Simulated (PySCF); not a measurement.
# Sr: excitation energy

Sr [Kr] 5s2 (1S) → Sr [Kr] 5p2 (3P), as a difference of total energies. Computed with PySCF 2.14 in aug-cc-pwCVTZ-X2C with one added diffuse shell each of s, p, d, f type (11s10p8d4f, 109 functions), with the spin-free X2C one-electron Hamiltonian (Gaussian nucleus). Correlated levels: valence and next inner shell: [Ar] 3d10 frozen. The calculations carry no spin-orbit coupling.

```
                                method  excitation energy (eV)
                                   UHF                   3.877
    MP2 (valence and next inner shell)                   4.703
SCS-MP2 (valence and next inner shell)                   4.796
   CCSD (valence and next inner shell)                   4.516
CCSD(T) (valence and next inner shell)                   4.503
```

**Question.** How much does correlation contribute at CCSD(T) (valence and next inner shell)?

**Answer.** 4.503 − (3.877) = 0.626 eV, measured against UHF.

Errors of the correlated levels include the incompleteness of this basis and the frozen core.

The coupled-cluster amplitudes are large for the upper state (T1 above 0.03 or a double amplitude above 0.15), so a single reference is strained.

For comparison: 4.405 eV (measured; NIST levels, between the centres of gravity of the two terms).
